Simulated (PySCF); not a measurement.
# Core-level binding energies of `OB(O)[SiH3]`

Species: BH5O2Si.
Numbering: `[OH:1][B:2]([OH:3])[SiH3:4]`

Geometry (PBE0-D3(BJ)/def2-SVP, Å), atoms numbered from 1 in this order:
```
atom  x, y, z in Å
O1    -1.3838   -0.8469    0.7157
B2    -0.5345    0.1508    0.3473
O3    -0.7866    1.4748    0.5419
Si4    1.2265   -0.3361   -0.5468
H5    -2.2026   -0.5546    1.1343
H6    -1.6287    1.6761    0.9679
H7     2.3852    0.1374    0.2774
H8     1.3405    0.3221   -1.8883
H9     1.3691   -1.8128   -0.7407
```

The calculation used PySCF 2.14.0, delta-SCF UKS SCAN, pcX-2 on the ionised atom, pcseg-1 elsewhere, spin-free X2C. Vertical ΔSCF values, vacuum level as zero.

Q: List the computed XPS lines with their assignment.

A: 
| atom(s) | environment | level | binding energy (eV) | 2p1/2 (eV) | count |
| --- | --- | --- | --- | --- | --- |
| Si4 | SiH3 silicon | Si 2p3/2 | 106.25 | 106.87 | 1 |
| B2 | three-coordinate boron | B 1s | 197.34 | – | 1 |
| O1/O3 | boron-bound oxygen | O 1s | 539.47 | – | 2 |
| Si4 | SiH3 silicon | Si 1s | 1845.96 | – | 1 |

Q: Which effective nuclear charge Zeff reproduces each element's mean 1s value in the hydrogen-like formula E = 13.606 eV × Zeff²?

A: B (Z = 5): mean 197.3 eV, Zeff = 3.81, Z − Zeff = 1.19; O (Z = 8): mean 539.5 eV, Zeff = 6.30, Z − Zeff = 1.70; Si (Z = 14): mean 1846.0 eV, Zeff = 11.65, Z − Zeff = 2.35. Means run over the listed sites, weighted by atom count.

One atom of each set of topologically equivalent atoms was ionised and stands for the set; in this conformer not all members are related by symmetry, and their own values weren't computed. 2p3/2 and 2p1/2 are the ΔSCF energy of one spin-free 2p hole plus the eigenvalues of a spin–orbit and ligand-field matrix of the shell. 2p1/2 minus 2p3/2 (ligand field included): Si 0.62 eV. Isolated species at its PBE0-D3(BJ)/def2-SVP geometry (one conformer only).
